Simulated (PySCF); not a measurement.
Stationary points of LaH₃

Method: PySCF, PBE0, basis La x2c-TZVPall, H x2c-TZVPall (spin-free X2C, no spin–orbit coupling, density fitting).

Relaxations began from a few typed shapes. The search is not exhaustive: other isomers or separated fragments can lie lower, and high-lying points may rest on an excited occupation.

| spin | group | bonds | angles | imaginary modes (cm⁻¹) | ΔE (kJ/mol) | ΔE with ZPE (kJ/mol) |
| --- | --- | --- | --- | --- | --- | --- |
| singlet | C3v | La–H 2.093 Å (×3) | H–La–H 112.6° (×3) | none | 0.0 | 0.0 |
| singlet | D3h | La–H 2.105 Å (×3) | H–La–H 120.0° (×3) | 262i | 6.4 | – |

The lowest minimum found is the singlet C3v: La–H 2.093 Å (×3); H–La–H 112.6° (×3).

Formally La is in oxidation state +3, with 0 electrons left for the f, d and s shells; the Mulliken f population is 0.08.

For the lowest minimum: stability towards spin polarisation was not tested.
